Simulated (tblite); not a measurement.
Species: C5H9B2BrO.
Numbering: `[BH2:1][O:2][BH:3]/[CH:4]=[CH:5]\[CH2:6]/[CH:7]=[CH:8]\[Br:9]` (hydrogens: H10, H11 on B1; H12 on B3; H13 on C4; H14 on C5; H15, H16 on C6; H17 on C7; H18 on C8)

Computed with GFN2-xTB (tblite), gas phase: L-BFGS steps from a force-field or distance-geometry start until the largest atomic force falls under 0.01 eV/Å.

Step 2: E = -704.8004 eV
```
atom  x, y, z in Å  |  force x, y, z in eV/Å
B1      3.9219   -0.0074   -0.6105    1.462  -1.863  -0.526
O2      3.0081    0.8172   -0.2043    0.201   0.624   0.983
B3      1.7974    0.4395    0.1227   -1.896  -0.015   0.214
C4      0.9661   -0.4241   -0.9117    1.084   0.198   0.052
C5     -0.3331   -0.6405   -0.9156   -0.950  -0.046   0.345
C6     -1.2512   -0.1971    0.2041    1.117   0.419  -0.508
C7     -2.2715    0.7652   -0.2554   -0.114   0.097  -0.069
C8     -3.5560    0.5274   -0.0794   -0.087  -0.120   0.005
Br9    -4.1518   -1.0863    0.7797   -0.486   0.478  -0.214
H10     3.8948   -0.5011   -1.6864    0.313   0.362  -0.278
H11     4.6632   -0.5668    0.1829   -0.260   0.694  -0.290
H12     1.2917    0.7792    1.1597    0.376   0.226  -0.420
H13     1.5116   -0.7956   -1.7745    0.030   0.001   0.057
H14    -0.7969   -1.1909   -1.7413   -0.077   0.246   0.351
H15    -0.6808    0.2444    1.0294    0.016  -0.077  -0.283
H16    -1.7563   -1.0530    0.5723   -0.258  -0.929   0.395
H17    -1.9555    1.6842   -0.7405   -0.024  -0.193   0.088
H18    -4.3104    1.2120   -0.4075   -0.448  -0.101   0.098
```

Step 3: E = -704.9325 eV
```
atom  x, y, z in Å  |  force x, y, z in eV/Å
B1      3.9329   -0.0272   -0.6165    0.541  -0.891  -0.091
O2      3.0111    0.8154   -0.1900    0.459  -0.050   0.728
B3      1.7801    0.4452    0.1219   -1.019   0.038   0.000
C4      0.9801   -0.4232   -0.9102   -0.468  -0.039   0.039
C5     -0.3428   -0.6406   -0.9121    0.608   0.162   0.202
C6     -1.2418   -0.1941    0.1997    0.371  -0.051  -0.181
C7     -2.2723    0.7652   -0.2555   -0.074   0.012  -0.034
C8     -3.5565    0.5270   -0.0801   -0.124  -0.061  -0.014
Br9    -4.1588   -1.0786    0.7761   -0.470   0.393  -0.174
H10     3.8998   -0.4959   -1.6893    0.290   0.231  -0.449
H11     4.6598   -0.5566    0.1791   -0.045   0.480  -0.161
H12     1.2970    0.7815    1.1542    0.194   0.300  -0.239
H13     1.5122   -0.7955   -1.7743    0.116  -0.039  -0.025
H14    -0.7988   -1.1873   -1.7360   -0.141   0.158   0.225
H15    -0.6802    0.2434    1.0246    0.125   0.003  -0.159
H16    -1.7576   -1.0631    0.5765    0.014  -0.436   0.195
H17    -1.9563    1.6815   -0.7393   -0.007  -0.108   0.042
H18    -4.3166    1.2092   -0.4053   -0.371  -0.101   0.095
```

Step 4: E = -705.0513 eV
```
atom  x, y, z in Å  |  force x, y, z in eV/Å
B1      3.9406   -0.0598   -0.6235   -0.154   0.016   0.143
O2      3.0259    0.7917   -0.1543    0.055  -0.445   0.469
B3      1.7528    0.4639    0.1138    0.232  -0.053  -0.231
C4      0.9857   -0.4263   -0.9064   -0.445   0.032  -0.170
C5     -0.3347   -0.6368   -0.9065    0.351   0.016   0.021
C6     -1.2353   -0.1978    0.1958   -0.090  -0.268   0.072
C7     -2.2732    0.7626   -0.2547   -0.056  -0.104  -0.025
C8     -3.5586    0.5274   -0.0829   -0.178   0.029  -0.037
Br9    -4.1789   -1.0581    0.7670   -0.440   0.169  -0.067
H10     3.9138   -0.4838   -1.7017    0.220   0.086  -0.616
H11     4.6556   -0.5322    0.1714    0.405   0.046   0.124
H12     1.3080    0.7899    1.1428   -0.106   0.465   0.063
H13     1.5160   -0.7960   -1.7753    0.102  -0.023   0.057
H14    -0.8056   -1.1783   -1.7232   -0.084   0.081   0.125
H15    -0.6756    0.2425    1.0136    0.170   0.065   0.012
H16    -1.7541   -1.0793    0.5836    0.207  -0.063   0.016
H17    -1.9585    1.6761   -0.7371    0.036  -0.015  -0.006
H18    -4.3327    1.2007   -0.3990   -0.225  -0.032   0.052
```

Task: Estimate the geometry and energy of step 5. (The exact step hangs on the optimiser's Hessian estimate; all steps are aligned on step 4, rigid shifts and turns removed.)

Result: E = -705.1069 eV, largest force 0.700 eV/Å
```
atom  x, y, z in Å  |  force x, y, z in eV/Å
B1      3.9389   -0.0810   -0.6268   -0.222   0.272   0.105
O2      3.0344    0.7608   -0.1192    0.048  -0.375   0.176
B3      1.7439    0.4811    0.1014    0.373  -0.238  -0.012
C4      0.9900   -0.4279   -0.9062   -0.499   0.135  -0.228
C5     -0.3298   -0.6346   -0.9023    0.273  -0.046  -0.062
C6     -1.2335   -0.2051    0.1950   -0.227  -0.184   0.210
C7     -2.2743    0.7582   -0.2541   -0.114  -0.151  -0.024
C8     -3.5625    0.5290   -0.0861   -0.133   0.063  -0.040
Br9    -4.2011   -1.0398    0.7589   -0.404  -0.021   0.024
H10     3.9281   -0.4731   -1.7197    0.153   0.098  -0.494
H11     4.6597   -0.5133    0.1681    0.635  -0.204   0.213
H12     1.3144    0.8033    1.1357   -0.229   0.525   0.068
H13     1.5203   -0.7965   -1.7750    0.099  -0.038   0.049
H14    -0.8122   -1.1701   -1.7113   -0.064  -0.026  -0.013
H15    -0.6697    0.2426    1.0048    0.142   0.067   0.090
H16    -1.7475   -1.0917    0.5888    0.227   0.050  -0.035
H17    -1.9599    1.6715   -0.7355    0.065   0.001  -0.018
H18    -4.3481    1.1931   -0.3930   -0.125   0.071  -0.010
```

The energy changes by -0.0556 eV. The first-order estimate −F·Δx gives -0.0790 eV and the mean of the old and new forces, exact on a quadratic surface, -0.0556 eV. The step makes an angle of 50° with the force vector and moves no atom by more than 0.047 Å.

The cost below is that of the whole relaxation. The run took 1.3 s on Arm Neoverse N1, one thread, shared host with 64 logical CPUs at a one-minute load of 60.
